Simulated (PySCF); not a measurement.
Molecule: C$_{4}$H$_{4}$NS, charge -1, multiplicity 1. It need not be the lowest isomer of its formula. Whether it binds its extra electron was not tested at this geometry. 
Coordinates optimised at B3LYP-D3(BJ)/def2-TZVP (Ansatz):
```xyz
10

N      2.1916    -0.4180     0.8395
C      0.8804    -0.1914     0.3153
C      0.0906    -1.2466    -0.2497
C     -1.1889    -0.9378    -0.6900
S     -1.3673     0.7612    -0.3524
C      0.2231     1.0085     0.3375
H      2.6464    -1.1617     0.3237
H      2.7654     0.4124     0.7646
H      0.5023    -2.2550    -0.3205
H      0.5893     1.9538     0.7152
```
Charge -1, spin multiplicity 1.

Dispersion corrections to the total energy (kcal/mol) from the dftd3 and dftd4 libraries through PySCF: D3(BJ) without and D4 with the three-body term, each with the damping fitted for the functional named.

```csv
functional,D3(BJ),D4
r2SCAN,-1.73,-1.75
CAM-B3LYP,-4.97,(withheld)
TPSSh,-7.30,(withheld)
PBE0,-5.45,-6.04
PBE,-6.27,-7.20
revPBE,-15.95,-23.38
TPSS,-7.95,(withheld)
```

**Question.** Some entries are withheld; supply them.

**Answer.** 
- CAM-B3LYP, D4: -6.08
- TPSSh, D4: -8.83
- TPSS, D4: -9.75
